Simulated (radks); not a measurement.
Values are calculated unless marked as measured or tabulated.
Fractional charge and spin in the 2s shell of oxygen: the spin-up occupation runs from 0 to 1 and the spin-down occupation from 0 to 1; the fullest corner is O+, [He] 2p(up 1.5, down 1.5) 2s(up 1, down 1). Code: a radial shooting solver on a logarithmic mesh with Libxc functionals. Model: scalar-relativistic Kohn-Sham, r2SCAN, spin-polarised, spherical densities, finite nucleus; meta-GGA in the generalised Kohn-Sham scheme; Fermi nuclear charge, rms radius of each element as measured or else 0.836 A^(1/3) + 0.57 fm. Energy (eV) above the fullest corner. The planes named below are the two flat planes that join the four corners, with an edge along up + down = one added electron.

down \ up,0,0.25,0.5,0.75,1
0,119.245,100.028,81.922,64.966,49.159
0.25,100.028,82.216,65.483,49.867,35.368
0.5,81.922,65.483,50.091,35.782,22.560
0.75,64.966,49.867,35.782,22.750,10.770
1,49.159,35.368,22.560,10.770,0.000

Corners above the fullest one (they belong to O2+ and the next ion): (up 1, down 0) 49.159 eV, (up 0, down 1) 49.159 eV, (up 0, down 0) 119.25 eV. With half an added electron in each spin the energy lies 0.932 eV from the planes, and with half an added electron in spin up alone -2.280 eV. The planes are only a guide here: the flat-plane condition holds for ground states with one frontier orbital, while this shell lies below other occupied shells, so the corners above the fullest one are inner-hole states and not the ground states of those ions.
